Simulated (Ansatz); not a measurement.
C₂H₁₀B₂Si, SMILES `CCBB[SiH3]`, relaxed with RKS PBE-D4/def2-SVP in Ansatz from a rough embedded geometry. The force threshold is 0.03 eV/Å; the program also tests the step.

The species carries charge 0 and has multiplicity 1.

Start:

```xyz
15

C     0.276    1.462    1.832
C    -0.916    1.056    1.083
B    -0.659   -0.262    0.246
B     0.283   -0.273   -1.155
Si    0.545   -1.876   -2.137
H     1.180    1.693    1.117
H     0.647    0.650    2.504
H     0.120    2.378    2.396
H    -1.226    1.832    0.389
H    -1.739    0.847    1.806
H    -1.291   -1.271    0.498
H     0.900    0.686   -1.414
H     1.134   -2.954   -1.261
H    -0.730   -2.326   -2.673
H     1.477   -1.641   -3.230
```

```json
{"step": "1", "energy (eV)": "-11449.6560", "largest force (eV/Å)": "2.723", "largest move (Å)": "0.000"}
{"step": "2", "energy (eV)": "-11450.0701", "largest force (eV/Å)": "1.157", "largest move (Å)": "0.195"}
{"step": "3", "energy (eV)": "-11450.2043", "largest force (eV/Å)": "0.388", "largest move (Å)": "0.078"}
{"step": "4", "energy (eV)": "-11450.2191", "largest force (eV/Å)": "0.363", "largest move (Å)": "0.075"}
{"step": "5", "energy (eV)": "-11450.2758", "largest force (eV/Å)": "0.279", "largest move (Å)": "0.200"}
{"step": "6", "energy (eV)": "-11450.3585", "largest force (eV/Å)": "0.554", "largest move (Å)": "0.189"}
{"step": "7", "energy (eV)": "-11450.4844", "largest force (eV/Å)": "0.346", "largest move (Å)": "0.192"}
{"step": "8", "energy (eV)": "-11450.6089", "largest force (eV/Å)": "0.457", "largest move (Å)": "0.199"}
{"step": "9", "energy (eV)": "-11450.7138", "largest force (eV/Å)": "0.306", "largest move (Å)": "0.200"}
{"step": "10", "energy (eV)": "-11450.7762", "largest force (eV/Å)": "0.452", "largest move (Å)": "0.200"}
{"step": "11", "energy (eV)": "-11450.8088", "largest force (eV/Å)": "0.558", "largest move (Å)": "0.196"}
{"step": "13", "energy (eV)": "-11450.8916", "largest force (eV/Å)": "0.196", "largest move (Å)": "0.185"}
{"step": "15", "energy (eV)": "-11450.9112", "largest force (eV/Å)": "0.085", "largest move (Å)": "0.062"}
{"step": "17", "energy (eV)": "-11450.9199", "largest force (eV/Å)": "0.138", "largest move (Å)": "0.139"}
{"step": "19", "energy (eV)": "-11450.9275", "largest force (eV/Å)": "0.068", "largest move (Å)": "0.081"}
{"step": "21 (rejected)", "energy (eV)": "-11450.8752", "largest force (eV/Å)": "0.870", "largest move (Å)": "0.093"}
{"step": "23", "energy (eV)": "-11450.9337", "largest force (eV/Å)": "0.061", "largest move (Å)": "0.098"}
{"step": "25", "energy (eV)": "-11450.9386", "largest force (eV/Å)": "0.370", "largest move (Å)": "0.021"}
{"step": "27", "energy (eV)": "-11450.9477", "largest force (eV/Å)": "0.089", "largest move (Å)": "0.098"}
{"step": "29", "energy (eV)": "-11450.9549", "largest force (eV/Å)": "0.288", "largest move (Å)": "0.135"}
{"step": "31", "energy (eV)": "-11450.9627", "largest force (eV/Å)": "0.125", "largest move (Å)": "0.054"}
{"step": "33", "energy (eV)": "-11450.9659", "largest force (eV/Å)": "0.056", "largest move (Å)": "0.020"}
{"step": "35", "energy (eV)": "-11450.9681", "largest force (eV/Å)": "0.033", "largest move (Å)": "0.064"}
{"step": "37", "energy (eV)": "-11450.9690", "largest force (eV/Å)": "0.018", "largest move (Å)": "0.073"}
{"step": "38", "energy (eV)": "-11450.9692", "largest force (eV/Å)": "0.028", "largest move (Å)": "0.053"}
```

End:

```xyz
15

C    -0.471    1.685    2.065
C    -0.351    1.159    0.629
B     0.494   -0.145    0.391
B     1.176   -0.815   -0.927
Si    0.015   -1.920   -2.167
H     0.511    2.034    2.449
H    -0.826    0.895    2.758
H    -1.173    2.541    2.139
H    -0.077    1.969   -0.082
H    -1.358    0.817    0.265
H     0.580   -0.940    1.337
H     2.361   -0.768   -1.213
H     0.647   -3.222   -2.596
H    -1.367   -2.220   -1.642
H    -0.160   -1.069   -3.408
```

Hardware: 4 threads of an Arm Neoverse V2 on a shared host. Wall time 42 s, peak host memory 0.17 GiB.
